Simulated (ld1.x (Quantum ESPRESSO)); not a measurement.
## PBE RRKJ dataset for In, fully relativistic all-electron reference.

| Property | Result |
| --- | --- |
| Element | indium (In) |
| Generator | ld1.x (Quantum ESPRESSO) 7.5 |
| Type | norm-conserving RRKJ (Kleinman–Bylander form) |
| Functional | PBE |
| Relativity | fully relativistic |
| Frozen core | [Kr] 4d10 |
| Valence charge | 3 |
| Reference configuration | 5s2 5p1 |
| Partial waves | 5s (bound): rc 2.35 bohr; 5p (bound): rc 2.95 bohr |
| Local potential | the p channel |
| Core correction | Bessel-smoothed model core, default radius (core density twice the valence density) |
| rho0 | 0.005 |

Open shells are filled in proportion to 2j + 1 (rel_dist='average').

All-electron outer shells of the reference configuration (PBE, scalar-relativistic, ld1.x):

```json
{"shell": "4p", "level (eV)": "-78.13", "outermost node (bohr)": "0.42", "outermost maximum (bohr)": "0.82"}
{"shell": "4d", "level (eV)": "-18.62", "outermost node (bohr)": "0.40", "outermost maximum (bohr)": "0.94"}
{"shell": "5s", "level (eV)": "-8.21", "outermost node (bohr)": "1.02", "outermost maximum (bohr)": "2.16"}
{"shell": "5p", "level (eV)": "-2.52", "outermost node (bohr)": "1.14", "outermost maximum (bohr)": "2.85"}
```

Results:

```
Cutoffs needed           : 21 Ry and 30 Ry (the cutoffs (Ry, on a coarse ladder) from which the occupation-weighted sum of valence levels, in a spherical-Bessel basis at the reference potential, stays within 10 and 1 mRy of its value at 400 Ry)
Ghost test               : no extra level below or beside the all-electron valence levels (s, p1/2, p3/2, d, f tested) (spherical-Bessel basis up to 400 Ry, 20 bohr box)
Largest excitation error : -177 meV (all-electron minus pseudo) for 5s1 5p0, out of 7 test configurations
```

Generation and tests took about 2.3 s on one core of a shared server CPU.
